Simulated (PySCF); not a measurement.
Radial density of Rb (rubidium, neutral)

PW91, [Kr] 4d1, 2D determinant (an excited configuration). All numbers are calculated (PySCF 2.14, the spin-free X2C one-electron Hamiltonian (Gaussian nucleus), in aug-cc-pVTZ-X2C (8s7p5d2f, 68 functions)).

```json
{"r (bohr)": "0.0434", "4πr²ρ (e/bohr)": "41.07", "4πr²(ρα − ρβ)": "-0.0001"}
{"r (bohr)": "0.0731", "4πr²ρ (e/bohr)": "40.94", "4πr²(ρα − ρβ)": "-0.0003"}
{"r (bohr)": "0.123", "4πr²ρ (e/bohr)": "55.57", "4πr²(ρα − ρβ)": "0.0004"}
{"r (bohr)": "0.207", "4πr²ρ (e/bohr)": "37.20", "4πr²(ρα − ρβ)": "0.0035"}
{"r (bohr)": "0.348", "4πr²ρ (e/bohr)": "36.84", "4πr²(ρα − ρβ)": "0.0049"}
{"r (bohr)": "0.585", "4πr²ρ (e/bohr)": "27.78", "4πr²(ρα − ρβ)": "0.0011"}
{"r (bohr)": "0.984", "4πr²ρ (e/bohr)": "7.472", "4πr²(ρα − ρβ)": "0.0030"}
{"r (bohr)": "1.65", "4πr²ρ (e/bohr)": "5.363", "4πr²(ρα − ρβ)": "0.0390"}
{"r (bohr)": "2.78", "4πr²ρ (e/bohr)": "1.010", "4πr²(ρα − ρβ)": "0.0813"}
{"r (bohr)": "4.68", "4πr²ρ (e/bohr)": "0.1277", "4πr²(ρα − ρβ)": "0.1087"}
{"r (bohr)": "7.88", "4πr²ρ (e/bohr)": "0.09846", "4πr²(ρα − ρβ)": "0.0984"}
{"r (bohr)": "13.2", "4πr²ρ (e/bohr)": "0.02701", "4πr²(ρα − ρβ)": "0.0270"}
{"r (bohr)": "22.3", "4πr²ρ (e/bohr)": "0.0001248", "4πr²(ρα − ρβ)": "0.0001"}
```

Densities and radii are taken from the X2C orbitals without a picture-change correction, which distorts them close to the nucleus.
